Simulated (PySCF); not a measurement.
**Dipole response of Ni⁺ (nickel, charge +1)**

[Ar] 3d8 4s1, high-spin 4F determinant (an excited configuration). Computed with PySCF 2.14 in def2-QZVPPD (11s6p5d4f2g, 100 functions), with no relativity, point nucleus. Coupled (time-dependent) response in atomic units; α is the mean over directions.

```
method  mean α (bohr³)  C₆ (like pair)  S(−4)
 B3LYP           21.27           96.10  378.4
```

S(−4) is the Cauchy moment in α(ω) = α(0) + S(−4) ω² + …

α(iu) at B3LYP:

```
u (hartree)  α(iu) (bohr³)
          0          21.27
     0.0500          20.37
      0.100          18.15
      0.200          13.04
      0.300          9.361
      0.500          5.593
      0.750          3.620
       1.00          2.654
       1.50          1.704
       2.00          1.231
       3.00         0.7536
       5.00         0.3761
```

For an ion, C₆ is the dispersion term alone; charge-induced terms of lower order in 1/R come first.
